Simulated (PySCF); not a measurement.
## Radial density of Kr³⁺ (krypton, charge +3)

UHF, [Ar] 3d10 4s2 4p3, high-spin 4S determinant. Calculation: PySCF 2.14, in def2-SVP; no relativity, point nucleus.

```csv
r (bohr),4πr²ρ (e/bohr),4πr²(ρα − ρβ)
0.000777,0.2269,0.0000
0.00131,0.6271,0.0000
0.00220,1.675,0.0000
0.00370,4.233,0.0001
0.00622,10.02,0.0003
0.0105,20.88,0.0012
0.0176,35.69,0.0055
0.0296,44.16,0.0253
0.0498,38.22,0.0916
0.0837,41.29,0.1909
0.141,52.77,0.0955
0.237,32.41,0.0240
0.398,36.53,0.4721
0.670,21.51,-0.0008
1.13,5.407,1.7275
1.90,2.674,1.6492
3.19,0.1892,0.1545
5.36,0.001150,0.0011
```
